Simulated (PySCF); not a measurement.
Two species compared at the same levels of theory.

First species: C₄H₁₂ClFSi₂.
SMILES: `FC[C@H](Cl)[SiH2]CC[SiH3]`

Second species: C4H12Cl2OSi2.
SMILES with atom numbers: `[CH3:1][CH2:2][C@@H:3]([Cl:4])[SiH2:5][Si@H:6]([Cl:7])[O:8][CH3:9]` (hydrogens: H10, H11, H12 on C1; H13, H14 on C2; H15 on C3; H16, H17 on Si5; H18 on Si6; H19, H20, H21 on C9)

Cartesian coordinates in Å at the GFN2-xTB level; atoms count from 1:
```xyz
21
C4H12Cl2OSi2 angstrom
C     -3.974    0.243    0.049
C     -2.668   -0.543    0.072
C     -1.438    0.343    0.061
Cl    -1.373    1.319    1.570
Si     0.227   -0.604    0.041
Si     1.948    0.919    0.073
Cl     2.016    2.146   -1.554
O      3.178   -0.132   -0.012
C      4.540    0.105   -0.234
H     -4.024    0.870   -0.839
H     -4.824   -0.435    0.042
H     -4.047    0.881    0.926
H     -2.639   -1.185    0.954
H     -2.612   -1.187   -0.809
H     -1.522    1.075   -0.744
H      0.172   -1.498   -1.133
H      0.200   -1.468    1.227
H      2.135    1.855    1.187
H      4.988    0.600    0.629
H      4.681    0.734   -1.116
H      5.027   -0.857   -0.392
```

Levels: PBE0/pcSseg-1 for dipole moment, HOMO energy, LUMO energy and HOMO–LUMO gap; GFN2-xTB for rotational constant A and rotational constant C. Geometries: GFN2-xTB. Each structure is a single optimised conformer of the isolated species, non-relativistic unless stated. Electronic properties by PySCF.

Dipoles, sizes and rotational constants follow the conformer. The torsions of the flexible species, by atom-mapped SMILES:
- `[F:1][CH2:2][C@H:3]([Cl:4])[SiH2:5][CH2:6][CH2:7][SiH3:8]`: F1–C2–C3–Cl4 81°, C2–C3–Si5–C6 -171°, C3–Si5–C6–C7 -179°, Si5–C6–C7–Si8 180°
- `[CH3:1][CH2:2][C@@H:3]([Cl:4])[SiH2:5][Si@H:6]([Cl:7])[O:8][CH3:9]`: C1–C2–C3–Cl4 65°, C2–C3–Si5–Si6 -179°, C3–Si5–Si6–Cl7 -63°, Si5–Si6–O8–C9 169°

Q: Which of the two has the higher HOMO energy, and by how much?

A: The second: -7.84 eV against -7.92 eV, a difference of 0.08 eV.

Q: Which has the higher LUMO energy?

A: The first: 0.31 eV against -0.48 eV, a difference of 0.79 eV.

Q: Which of the two has the higher rotational constant A, and by how much?

A: The first: 2.371 GHz against 1.546 GHz, a difference of 0.825 GHz.

Q: Which of the two has the higher rotational constant C, and by how much?

A: The first: 0.380 GHz against 0.366 GHz, a difference of 0.014 GHz.

Q: Which of the two has the higher dipole moment, and by how much?

A: The first: 2.34 D against 1.55 D, a difference of 0.79 D.

Q: Which of the two has the higher HOMO–LUMO gap, and by how much?

A: The first: 8.23 eV against 7.36 eV, a difference of 0.87 eV.

On the first: The dipole matches unit charges of opposite sign 0.49 Å apart (1 e·Å = 4.8032 D). A dipole of 2.34 D is allowed in C1, and pure rotational transitions are dipole-allowed.

On the second: The dipole equals about 5.2 × 10⁻³⁰ C·m (1 D = 3.33564 × 10⁻³⁰ C·m). A dipole of 1.55 D is allowed in C1, and pure rotational transitions are dipole-allowed.
